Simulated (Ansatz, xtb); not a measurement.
# Relative energy of two conformers of CH7ClSn2

We compare X, `[CH3][SnH2][SnH2][Cl]`, a singlet, with Y, `[CH3][SnH2][SnH2][Cl]`, a singlet. Both are isolated molecules in the gas phase, relaxed with PBE0-D3(BJ)/def2-SVP.

X (Å):

```xyz
11

C    -1.3055   -2.0232    0.0797
Cl    0.8624   -0.2642   -2.8112
Sn    0.3456   -1.0672    1.0708
Sn    1.2976    0.8201   -0.7335
H    -2.2022   -1.3936    0.1584
H    -1.0453   -2.1493   -0.9803
H    -1.5064   -3.0033    0.5330
H     1.6021   -2.1874    1.4009
H    -0.1351   -0.3237    2.5419
H     0.4324    2.2991   -0.8290
H     2.9827    1.1390   -0.7498
```

Y (Å):

```xyz
11

C    -0.7638   -0.2241    2.1420
Cl   -1.7991    2.6836   -3.0058
Sn   -1.1175    1.4707    0.8579
Sn   -1.4415    0.6771   -1.7863
H     0.1482   -0.7516    1.8306
H    -1.6151   -0.9172    2.0975
H    -0.6399    0.1241    3.1771
H     0.2115    2.5516    0.9296
H    -2.5413    2.2923    1.3452
H    -0.0644   -0.0428   -2.5151
H    -2.8265   -0.2853   -2.1044
```

Q: Estimate E(Y) − E(X) at the level CCSD(T)/def2-SVP + ΔMP2/def2-TZVPP.

A: Too close to call at this level: CCSD(T)/def2-SVP + ΔMP2/def2-TZVPP gives E(Y) − E(X) = +0.59 kcal/mol.

How the difference moves with the method:

| level | geometry | E(Y) − E(X) (kcal/mol) | departure from the last row (kcal/mol) | job, with rough time for the two |
| --- | --- | --- | --- | --- |
| PBE0-D3(BJ)/def2-SVP | PBE0-D3(BJ)/def2-SVP | +0.90 | +0.31 | optimisation, 1.9 min |
| HF/def2-SVP | PBE0-D3(BJ)/def2-SVP | +0.23 | −0.35 | part of the CCSD(T) run |
| MP2/def2-SVP | PBE0-D3(BJ)/def2-SVP | +0.64 | +0.06 | part of the CCSD(T) run |
| CCSD(T)/def2-SVP | PBE0-D3(BJ)/def2-SVP | +0.61 | +0.03 | single point |
| CCSD(T)/def2-SVP + ΔMP2/def2-TZVPP | PBE0-D3(BJ)/def2-SVP | +0.59 |  | single point, 78 s |

The largest departure from CCSD(T)/def2-SVP + ΔMP2/def2-TZVPP is that of HF/def2-SVP, 0.35 kcal/mol. Levels run at GFN2-xTB geometries aren't shown. The last row adds to CCSD(T) the change of the MP2 difference between the two basis sets, here −0.03 kcal/mol.

With harmonic frequencies from PBE0-D3(BJ)/def2-SVP (ideal gas, rigid rotor, one conformer each, 298.15 K, 1 atm): on the last row, ΔE + ΔZPE = +0.53 kcal/mol. A mode under 50 cm⁻¹ makes harmonic enthalpies and free energies unreliable, so none is given.

The correlated steps freeze 14 core orbitals; the filled d shell of Sn is correlated, in a basis made for valence electrons. Atoms past krypton carry core potentials in the def2 sets and no spin–orbit term is included. Programs: Ansatz 0.2.0; the last row on 2 threads of Arm Neoverse V1 on a shared host.
